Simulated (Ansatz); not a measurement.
Exact exchange and the HOMO–LUMO gap of LiBr

The species is LiBr (2 atoms), meant as a singlet with charge 0. SMILES: `[Li][Br]`. The shape is that of a PBE0-D4/def2-TZVP optimisation.

The HOMO–LUMO gap y, in eV, basis aug-cc-pVTZ; a is the functional's share of exact exchange. Programs: Ansatz 0.2.0.

```
functional  program     a  y (eV)
    r2SCAN   Ansatz     0    4.79
    revPBE   Ansatz     0    3.59
     B3LYP   Ansatz   0.2    4.88
   r2SCAN0   Ansatz  0.25    6.07
      PBE0   Ansatz  0.25       ?
     BHLYP   Ansatz   0.5    6.66
```

Task: Fit y = c + s·a to the known rows and predict PBE0.

Result: 
1. Means of the 5 rows: a = 0.1900, y = 5.198.
2. Σ(Δa)² = 0.172, Σ(Δa·Δy) = 0.8854, so the slope is 0.8854/0.172 = 5.1477.
3. Intercept: 5.198 − (5.1477) × 0.1900 = 4.220. The largest residual of the fit is 0.63.
4. PBE0: 4.220 + (5.1477) × 0.25 = 5.51 eV.

The run gave 5.41 eV, so the prediction is off by +0.10 eV, within the scatter of the fit. Exact exchange lowers occupied levels and raises empty ones. The rows mix families of semi-local functionals, which the line can't see.
